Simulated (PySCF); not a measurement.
Isomers C9H10Si:

A. SMILES C#Cc1ccc(C[SiH3])cc1
B. `C=C1[SiH2][C@H]1c1ccccc1`
C. SMILES CC1=C[SiH2]c2ccccc21

Spectrum 1. ¹H NMR (500 MHz, computed): δ 7.49 (m, 2H), 7.33 (m, 2H), 7.29 (t, 1H), 6.99 (m, 1H), 6.95 (m, 1H), 3.59 (m, 1H), 3.02 (m, 1H), 2.79 (m, 1H). ¹³C{¹H} NMR (computed): δ 152.1 (C), 150.6 (C), 138.0 (CH2), 134.0 (CH), 130.7 (CH), 129.2 (CH), 25.9 (CH).

Spectrum 2. ¹H NMR (500 MHz, computed): δ 7.89 (d, 1H), 7.65 (m, 1H), 7.59 (m, 1H), 7.50 (m, 1H), 6.06 (t, 1H), 4.81 (m, 2H), 2.43 (s, 3H). ¹³C{¹H} NMR (computed): δ 167.6 (C), 155.6 (C), 141.5 (C), 139.8 (CH), 135.3 (CH), 132.1 (CH), 128.7 (CH), 126.4 (CH), 22.6 (CH3).

Spectrum 3. ¹H NMR (500 MHz, computed): δ 7.79 (d, 2H), 7.38 (d, 2H), 3.91 (t, 3H), 2.73 (s, 1H), 2.36 (q, 2H). ¹³C{¹H} NMR (computed): δ 147.2 (C), 140.1 (CH), 132.8 (CH), 122.9 (C), 89.3 (C), 86.3 (CH), 22.1 (CH2).

A single conformation, fast rotation and ring inversion assumed for equivalent nuclei, gas phase, non-relativistic Hamiltonian. σ from GIAO-PBE0/pcSseg-1; structure optimised with GFN2-xTB; PySCF.

Referencing at the same level of theory: ¹H, ¹³C against TMS. Where no couplings were computed, multiplicities follow the n + 1 count of equivalent neighbours, and m marks all less simple cases (inequivalent or close neighbours, rings, F or P nearby). Shifts are as computed. Against solution values, carbons near 30 ppm lie about +3 ppm off and those near 130 ppm about +5 ppm. Of 1211 compounds with measured shifts, 218 miss one by over three times the rms of a fit or turn the order of signals round; such compounds aren't used in these exercises.

**Question.** Which spectrum belongs to which compound?

**Answer.** 1–B, 2–C, 3–A.

- Spectrum 1 (B): 7 ¹³C signals; δC 152.1 is a fully substituted alkene carbon; δC 138.0 is a terminal =CH2 carbon.
- Spectrum 2 (C): 9 ¹³C signals; δC 139.8 is an aromatic CH; δC 135.3 is an aromatic CH.
- Spectrum 3 (A): 7 ¹³C signals; δC 132.8 is an aromatic CH; δC 89.3 is an alkyne carbon.
